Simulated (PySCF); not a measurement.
Structure problem from calculated spectra and properties.

Formula: C5H5F3O2.

| Quantity | Value |
| --- | --- |
| 1H NMR | chemical shifts (computed TMS as zero) by class: 6.22 (1 H), 4.33 (2 H), 2.95 (2 H) ppm [GIAO PBE0/pcSseg-1] |
| Dipole | 2.26 D [CAM-B3LYP/def2-SVPD] |
| UV, strongest line | among the 10 lowest singlet transitions: S2 at 6.03 eV (206 nm, f = 0.152) [TDDFT CAM-B3LYP/def2-SVPD] |
| 13C NMR | chemical shifts (computed TMS as zero) by class: 135.1 (1 C), 134.0 (1 C), 126.6 (1 C), 68.3 (1 C), 32.5 (1 C) ppm [GIAO PBE0/pcSseg-1] |
| Triplet | lowest triplet excitation (Tamm–Dancoff): 3.85 eV [TDA CAM-B3LYP/def2-SVPD] |
| Polarisability | 66.4 au [CAM-B3LYP/def2-SVPD] |
| Rotational structure | rotational constants A, B, C: 3.302, 0.800, 0.732 GHz [PBE0-D3(BJ)/def2-SVP] |

Gas-phase values; electronic properties from PySCF, density fitting. Levels stand in brackets. One conformer (not necessarily the lowest) at the PBE0-D3(BJ)/def2-SVP geometry, without solvent, vibrations or thermal averaging. NMR classes are plain means over equivalent atoms (diastereotopic ones count apart unless rotation or inversion swaps them), as if these changed places fast.

Question: What is the compound? Reason from the data.

Answer: Numbering: `[F:1][C:2]([F:3])([F:4])[O:5][C:6]1=[CH:7][O:8][CH2:9][CH2:10]1`. Its formula, C5H5F3O2, gives 2 degrees of unsaturation: 1 ring and 1 π bond in the structure found. 5 carbons fall into 5 classes; from least to most shielded: vinylic carbon bearing oxygen [C7] (135.1 ppm), vinylic carbon bearing oxygen [C6] (134.0 ppm), CF3 carbon [C2] (126.6 ppm), ring sp3 carbon bound to oxygen [C9] (68.3 ppm), allylic carbon [C10] (32.5 ppm). Hydrogen classes from least to most shielded: 1 H on a vinylic carbon bearing oxygen, C7 (6.22 ppm), 2 H on an sp3 carbon bound to oxygen, C9 (4.33 ppm), 2 H on an allylic carbon, C10 (2.95 ppm). By its constants the optimised geometry is an asymmetric top. Structure: `FC(F)(F)OC1CCOC=1`. Computed isomers that give other values at the same levels: `O[C@@]12C[C@@H]1[C@H]2OC(F)(F)F` (rotational constant A: 2.888 GHz; this holds for the one conformer computed); `C=CC(=O)OCC(F)(F)F` (static isotropic polarisability: 70.9 au). The assignments are read from this structure; whether some other isomer fits the data as well wasn't checked.

Shape of the structure used: `[F:1][C:2]([F:3])([F:4])[O:5][C:6]1=[CH:7][O:8][CH2:9][CH2:10]1`: F1–C2–O5–C6 179°, C2–O5–C6–C7 10°.
